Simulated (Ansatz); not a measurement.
Calculated with Ansatz (gas phase, PBE0-D4/def2-TZVP geometries, no zero-point term in ΔE). CCSD(T)/CBS is the MP2 limit (def2-TZVPP, def2-QZVPP) plus CCSD(T) − MP2 in def2-TZVPP, frozen cores. Functionals use def2-TZVPP. B3LYP here is the variant with VWN-RPA as its local correlation; programs differ in this. Elements past krypton have def2 core potentials. For Sb outer-core shells are correlated without core-valence functions, which leaves a few kJ/mol of doubt a bond. One conformer a species, not always the lowest.

Consider the formal exchange of groups at the Si–S bond: `C[SiH2][S][SbH2]` + `B[NH][AlH2]` → `C[SiH2]B[NH][AlH2]` + `[SH][SbH2]`.

| level | ΔE (kcal/mol) |
| --- | --- |
| PBE | 20.5 |
| r2SCAN | 22.9 |
| B3LYP | 22.1 |
| MP2/CBS(def2) | 27.1 |

Task: What does CCSD(T)/CBS give? (Estimate.)

Result: The calculation gave: +23.9 kcal/mol. The listed levels differ from it by -3.4, -1.0, -1.8, 3.2 kcal/mol.

Largest T1 diagnostic among the species: 0.013.

From PBE to PBE0 (25 % exact exchange), in def2-TZVPP and without D4, ΔE moves by +1.3 kcal/mol.
